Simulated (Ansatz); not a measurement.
Geometry optimisation, RKS PBE-D4/def2-SVP (Ansatz).

The input (input.yaml):

```yaml
crystal:
  periodic: [false, false, false]
  atoms:
    - { symbol: C, position_ang: [-2.007, -0.0884, -0.1172] }
    - { symbol: Ge, position_ang: [-0.2803, -0.6806, -0.5912] }
    - { symbol: C, position_ang: [0.9407, -0.8639, 0.9186] }
    - { symbol: C, position_ang: [1.0934, 0.4868, 0.3501] }
    - { symbol: S, position_ang: [2.5085, 0.7941, -0.6583] }
    - { symbol: H, position_ang: [-2.2623, -0.2515, 0.9363] }
    - { symbol: H, position_ang: [-2.0841, 1.0543, -0.2906] }
    - { symbol: H, position_ang: [-2.7677, -0.5359, -0.7736] }
    - { symbol: H, position_ang: [0.1689, -0.6417, -2.034] }
    - { symbol: H, position_ang: [1.8421, -1.5235, 0.737] }
    - { symbol: H, position_ang: [0.4512, -0.9262, 1.9364] }
    - { symbol: H, position_ang: [0.604, 1.2982, 0.9879] }
    - { symbol: H, position_ang: [1.813, 1.8437, -1.3868] }
basis:
  gaussian: { orbitals: def2-SVP }
hamiltonian:
  xc: pbe
  dispersion: d4
relax:
  f_tol: 0.015
  max_steps: 40
```

Launched with:

```bash
$ ansatz run input.yaml --threads 2 --pin off --max-ram 3072MiB --backend cpu --events-out ev --progress --plain --runs-dir out
```

Task: Where does it end, and by what steps?

Result: The forces met the threshold. The force dipped under the threshold on the way, but the program's further checks kept it going. After 13 steps the energy has fallen by 0.638 eV; H7 moved furthest, 0.78 Å.

```json
{"step": "0", "energy less start (eV)": "0.0000", "largest force component (eV/Å)": "2.244", "accepted": "yes"}
{"step": "1", "energy less start (eV)": "-0.4606", "largest force component (eV/Å)": "0.789", "accepted": "yes"}
{"step": "2", "energy less start (eV)": "-0.5656", "largest force component (eV/Å)": "0.411", "accepted": "yes"}
{"step": "3", "energy less start (eV)": "-0.5725", "largest force component (eV/Å)": "0.416", "accepted": "yes"}
{"step": "4", "energy less start (eV)": "-0.5893", "largest force component (eV/Å)": "0.401", "accepted": "yes"}
{"step": "5", "energy less start (eV)": "-0.6197", "largest force component (eV/Å)": "0.306", "accepted": "yes"}
{"step": "6", "energy less start (eV)": "-0.6326", "largest force component (eV/Å)": "0.098", "accepted": "yes"}
{"step": "7", "energy less start (eV)": "-0.6366", "largest force component (eV/Å)": "0.022", "accepted": "yes"}
{"step": "8", "energy less start (eV)": "-0.6373", "largest force component (eV/Å)": "0.021", "accepted": "yes"}
{"step": "9", "energy less start (eV)": "-0.6369", "largest force component (eV/Å)": "0.153", "accepted": "no"}
{"step": "10", "energy less start (eV)": "-0.6377", "largest force component (eV/Å)": "0.007", "accepted": "yes"}
{"step": "11", "energy less start (eV)": "-0.6377", "largest force component (eV/Å)": "0.073", "accepted": "yes"}
{"step": "12", "energy less start (eV)": "-0.6379", "largest force component (eV/Å)": "0.020", "accepted": "yes"}
{"step": "13", "energy less start (eV)": "-0.6380", "largest force component (eV/Å)": "0.004", "accepted": "yes"}
```

```xyz
13
Properties=species:S:1:pos:R:3
C -2.182 -0.040 -0.140
Ge -0.315 -0.384 -0.618
C 0.945 -0.917 0.784
C 1.107 0.560 0.374
S 2.700 0.965 -0.381
H -2.226 0.292 0.915
H -2.613 0.752 -0.782
H -2.789 -0.959 -0.248
H 0.033 -0.791 -2.061
H 1.761 -1.598 0.488
H 0.570 -1.109 1.804
H 0.776 1.288 1.139
H 2.255 1.907 -1.260
```

Whether the end is a true minimum wasn't checked by a vibrational analysis.

Time of the run: 39 s on 2 threads of Arm Neoverse V2, on a shared host, peak memory 0.19 GiB.
